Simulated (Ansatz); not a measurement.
C2H3BSeZn (`C=[C]1[Zn][BH][Se]1`) at its PBE0-D4/def2-TZVP geometry, where that method's forces vanish. The species carries charge 0 and has multiplicity 1.

```xyz
8

C     0.5571    1.7709    0.3756
C    -0.0959    0.6483    0.1284
Zn   -1.7620   -0.4259   -0.1401
B    -0.6496   -2.1568   -0.4566
Se    0.8822   -1.0556   -0.1867
H     1.6399    1.8509    0.4250
H    -0.0021    2.6869    0.5440
H    -0.5695   -3.3187   -0.6895
```

(1) What forces (eV/Å) does PBE-D4/def2-TZVPP give on these atoms in Ansatz 0.2.0? (An estimate is asked.)

Answers

(1) The calculation gave: 
```
C1   0.150  0.283  0.062
C2  -0.244 -0.172 -0.042
Zn3 -0.148 -0.050 -0.015
B4  -0.108 -0.023 -0.008
Se5  0.236 -0.140 -0.021
H6   0.225  0.043  0.015
H7  -0.106  0.199  0.037
H8  -0.005 -0.139 -0.028
```
